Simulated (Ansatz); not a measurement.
Species: CH$_{7}$ClNSi$_{2}$, charge -1, multiplicity 1. It need not be the lowest isomer of its formula. Whether it binds its extra electron was not tested at this geometry. 
Structure (B3LYP-D3(BJ)/def2-TZVP (Ansatz, an electronic-structure program) minimum search):
```
N
H 1 1.0158
Si 1 1.7019 2 115.21
H 3 1.4867 1 111.34 2 -154.94
H 3 1.4971 4 105.59 1 128.39
H 3 1.4982 4 107.26 5 110.99
Si 1 1.8120 2 115.82 3 158.97
C 7 1.9407 1 96.41 2 37.33
H 8 1.0936 7 110.89 1 -167.19
H 8 1.0966 9 108.13 7 119.75
H 8 1.0970 9 107.85 10 117.15
Cl 7 2.3038 1 99.03 2 -57.38
```
Charge -1, spin multiplicity 1.

Parts of the frozen-core correlation energy in STO-3G (Ansatz, hartree). Frozen orbitals: 17; correlated occupied orbitals by spin: 16 and 16; virtual: 11 and 11. Spin-orbit coupling is left out. No relativistic terms.

```
term                             value
-------------------------  -----------
reference (HF)             -1120.99184
MP2 opposite-spin             -0.15041
MP2 same-spin               (withheld)
CCSD correlation            (withheld)
(T)                         (withheld)
T1 diagnostic                    0.008
largest doubles amplitude        0.063
```

Task: What belongs in the gaps?

Result: 
- MP2 same-spin, value: -0.01894
- CCSD correlation, value: -0.22244
- (T), value: -0.00302
